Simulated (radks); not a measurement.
Results of a calculation; reference values are marked as such.
The tellurium ion Te+, configuration [Kr] 4d10 5s2 5p3 (the NIST ground configuration).

Code: a radial shooting solver on a logarithmic mesh with Libxc functionals. Model: scalar-relativistic Kohn-Sham, PBEsol, spin-polarised, spherical densities, finite nucleus; open shells are filled with parallel spins first (spin-orbit coupling, left out, can overturn this in heavy ions); Fermi nuclear charge, rms radius 4.7423 fm.

Energy parts (hartree):
total: -6791.08192
kinetic: 7114.41203
electron-nucleus: -16414.32498
Hartree: 2681.23293
exchange-correlation: -172.40190

Orbitals (lengths in bohr, moments of r in powers of bohr; r(max) is where P^2 peaks; r(90%) holds 90 % of the orbital's charge):
| orbital | occ. | eigenvalue (hartree) | r(90%) | r(max) | <r^2> | <r^4> |
|---|---|---|---|---|---|---|
| 1s up | 1 | -1162.009 | 0.0500 | 0.01794 | 0.001049 | 2.875e-06 |
| 1s down | 1 | -1162.005 | 0.0500 | 0.01794 | 0.001049 | 2.875e-06 |
| 2s up | 1 | -178.4834 | 0.185 | 0.1014 | 0.01695 | 0.0004933 |
| 2s down | 1 | -178.4820 | 0.185 | 0.1014 | 0.01695 | 0.0004933 |
| 2p up | 3 | -160.2919 | 0.171 | 0.08124 | 0.01340 | 0.0003558 |
| 2p down | 3 | -160.2892 | 0.171 | 0.08124 | 0.01340 | 0.0003558 |
| 3s up | 1 | -35.77213 | 0.474 | 0.2928 | 0.1188 | 0.02147 |
| 3s down | 1 | -35.76925 | 0.474 | 0.2928 | 0.1188 | 0.02146 |
| 3p up | 3 | -29.85834 | 0.481 | 0.2864 | 0.1191 | 0.02259 |
| 3p down | 3 | -29.85509 | 0.481 | 0.2864 | 0.1191 | 0.02258 |
| 3d up | 5 | -20.90733 | 0.467 | 0.2378 | 0.1044 | 0.01997 |
| 3d down | 5 | -20.90428 | 0.467 | 0.2378 | 0.1044 | 0.01997 |
| 4s up | 1 | -6.36049 | 1.10 | 0.7008 | 0.6612 | 0.6470 |
| 4s down | 1 | -6.35399 | 1.10 | 0.7010 | 0.6608 | 0.6452 |
| 4p up | 3 | -4.52678 | 1.20 | 0.7378 | 0.7701 | 0.9108 |
| 4p down | 3 | -4.51979 | 1.20 | 0.7380 | 0.7682 | 0.9035 |
| 4d up | 5 | -1.85904 | 1.50 | 0.8112 | 1.117 | 2.199 |
| 4d down | 5 | -1.84612 | 1.48 | 0.8108 | 1.099 | 2.100 |
| 5s up | 1 | -0.89294 | 2.96 | 1.786 | 4.664 | 32.85 |
| 5s down | 1 | -0.81180 | 2.95 | 1.758 | 4.609 | 32.62 |
| 5p up | 3 | -0.53454 | 3.62 | 2.108 | 6.853 | 73.71 |
| 5p down | 0 | -0.44827 | 3.72 | 2.088 | 7.108 | 82.04 |

The highest occupied level is 5p up at -14.546 eV. The electron density at the nucleus is 2.347e+05 e/bohr^3 (large components only). The spin density at the nucleus is -3.136 e/bohr^3 (1s -0.371, 2s 0.102, 3s 0.040, 4s 0.190, 5s -3.097).
